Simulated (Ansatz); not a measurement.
InH2Et (C₂H₇In). The state is a singlet with charge 0. Geometry r2SCAN-D4/def2-SVP; atoms count from 1.

```xyz
10

C    -0.1613    0.5876    0.3559
C     0.1963   -0.6107    1.2319
In   -0.1021    0.2374   -1.7986
H     0.3416   -1.3264   -2.4189
H    -0.4885    1.5136   -2.9141
H    -1.1762    0.9615    0.5847
H     0.5114    1.4426    0.5535
H     0.1456   -0.3655    2.3081
H    -0.4838   -1.4625    1.0641
H     1.2170   -0.9777    1.0333
```

In the def2 sets In takes a core potential; there is no spin–orbit coupling. Another isomer (singlet) lies 0.35 eV lower at PBE0-D4/def2-TZVP; other spin states weren't run for this one.

Question: Estimate the Mulliken populations from the PBE0/def2-TZVP orbitals of Ansatz.

Answer: 
```json
{"atom": "C1", "charge (e)": "-0.51"}
{"atom": "C2", "charge (e)": "-0.35"}
{"atom": "In3", "charge (e)": "0.47"}
{"atom": "H4", "charge (e)": "-0.12"}
{"atom": "H5", "charge (e)": "-0.11"}
{"atom": "H6", "charge (e)": "0.13"}
{"atom": "H7", "charge (e)": "0.13"}
{"atom": "H8", "charge (e)": "0.12"}
{"atom": "H9", "charge (e)": "0.12"}
{"atom": "H10", "charge (e)": "0.12"}
```
Mulliken values depend strongly on the basis.

Question: And the Mayer bond orders between heavy atoms (over 0.3)?

Answer: C1–C2 1.00 (1.53 Å); C1–In3 0.89 (2.18 Å).
